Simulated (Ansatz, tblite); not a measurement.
Forces on Ti5O17H14, a hydroxylated oxide cluster at its PBE-D4/def2-SVP geometry. Charge 0, multiplicity 1.

The xTB rows come from tblite. Single mean-field runs in def2-TZVP are fitted with def2-universal-jkfit.

GFN2-xTB (tblite), largest force 1.65 eV/Å:

```xyz
36
positions Å, forces eV/Å
Ti   -2.711    1.162   -0.594    1.574    0.294    0.402
Ti   -0.111    1.226    1.443   -0.512    0.218   -0.762
Ti    0.137    2.638   -1.475   -0.660   -0.860    0.911
Ti   -0.083   -2.150   -1.340   -0.187    0.652    0.565
Ti    1.957   -1.078    1.751   -0.153   -0.209   -0.305
O    -0.514   -3.571   -2.358    0.291    0.724    0.054
O     0.102   -0.677   -2.377   -0.662   -0.322    0.330
O    -1.383   -1.881   -0.110   -0.111   -0.069   -0.980
O    -3.403   -0.512   -1.016   -0.297    0.828   -0.141
O    -3.994    2.419   -0.585    0.182   -0.444    0.293
O     3.549   -1.242    0.941   -0.573   -0.085    0.155
O     1.434   -2.440   -0.360   -0.730   -0.376    0.005
O     1.435    0.472    0.533    0.095    0.087   -0.141
O     1.634   -2.870    2.190   -0.068    0.763    0.289
O    -0.057   -0.735    1.954   -0.281   -0.197   -0.361
O    -1.367    1.576   -1.797    0.032    0.059    0.627
O     1.597    1.592   -1.904   -0.714   -0.045   -0.224
O    -1.939    1.051    0.988    0.407    0.220   -0.715
O     0.137    4.253   -2.276    0.005   -0.382    0.464
O     2.313   -0.133    3.294    0.552   -0.407   -0.669
O     0.130    2.728    0.288   -0.143   -0.628   -0.467
O     0.330    1.786    3.064    0.441   -0.630   -0.280
H    -0.477   -3.644   -3.328   -0.012    0.002    0.407
H    -0.574    0.060   -2.372    0.400   -0.352    0.167
H    -2.304   -1.567   -0.374    0.931   -0.246    0.312
H    -4.306   -0.720   -1.313    0.248    0.018    0.091
H    -4.310    2.961    0.159    0.217   -0.250   -0.348
H     3.641   -1.557    0.021   -0.087    0.144    0.651
H     1.474   -3.076    0.411    0.014    0.504   -0.648
H     1.859    0.940   -0.241   -0.087   -0.198    0.259
H     0.824   -3.003    2.720    0.429    0.090   -0.226
H    -0.662   -1.225    1.324    0.389    0.322    0.483
H     1.359    0.688   -2.242    0.152    0.791    0.273
H     0.016    5.140   -1.894    0.070   -0.429   -0.149
H     3.225    0.192    3.422   -0.449   -0.110   -0.031
H     1.042    1.200    3.454   -0.704    0.522   -0.289
```

PBE-D4/def2-TZVP (Ansatz), largest force 0.62 eV/Å:

```
Ti 0.088 -0.020 -0.107
Ti -0.141 -0.004 -0.244
Ti -0.034 -0.128 -0.072
Ti 0.065 -0.020 0.036
Ti -0.277 0.073 -0.034
O -0.077 -0.366 -0.454
O -0.109 0.290 -0.213
O -0.372 0.036 0.109
O -0.359 -0.243 -0.158
O -0.387 0.430 0.150
O 0.438 -0.116 -0.355
O 0.170 -0.157 0.230
O 0.173 0.068 -0.208
O -0.183 -0.265 0.255
O -0.144 -0.144 -0.052
O -0.039 -0.006 -0.132
O 0.148 -0.232 -0.191
O 0.004 -0.035 0.246
O -0.042 0.609 -0.107
O 0.296 0.141 0.266
O 0.019 0.157 0.243
O 0.208 0.070 0.503
H -0.036 -0.026 0.148
H 0.121 -0.170 -0.010
H 0.177 -0.117 0.065
H 0.159 0.020 0.057
H 0.031 -0.079 -0.146
H 0.061 0.070 0.157
H -0.008 0.058 -0.215
H -0.051 -0.125 0.222
H 0.150 -0.027 -0.071
H 0.102 0.078 0.145
H 0.104 0.183 0.039
H 0.031 -0.140 -0.102
H -0.144 -0.045 0.014
H -0.144 0.180 -0.011
```

r2SCAN-D4/def2-TZVP (Ansatz), largest force 0.75 eV/Å:

```
Ti 0.263 0.082 -0.099
Ti -0.159 0.037 -0.324
Ti -0.132 -0.261 0.103
Ti 0.027 -0.078 0.020
Ti -0.257 -0.034 -0.044
O 0.001 -0.175 -0.677
O -0.401 0.395 -0.076
O -0.544 0.154 -0.144
O -0.598 -0.123 -0.216
O -0.330 0.451 0.437
O 0.244 -0.204 -0.575
O 0.011 -0.284 0.506
O 0.246 0.198 -0.366
O -0.444 -0.049 0.383
O -0.197 -0.160 -0.336
O -0.017 0.049 0.076
O -0.179 -0.464 -0.262
O 0.112 -0.019 0.070
O -0.091 0.727 0.159
O 0.558 0.129 0.057
O -0.020 -0.040 0.102
O 0.439 -0.255 0.388
H -0.046 0.012 0.533
H 0.386 -0.468 -0.007
H 0.528 -0.237 0.157
H 0.503 0.112 0.168
H 0.169 -0.301 -0.437
H 0.012 0.193 0.531
H -0.024 0.297 -0.524
H -0.200 -0.303 0.532
H 0.463 0.037 -0.268
H 0.338 0.273 0.407
H 0.196 0.586 0.194
H 0.080 -0.507 -0.246
H -0.479 -0.177 -0.045
H -0.458 0.408 -0.174
```
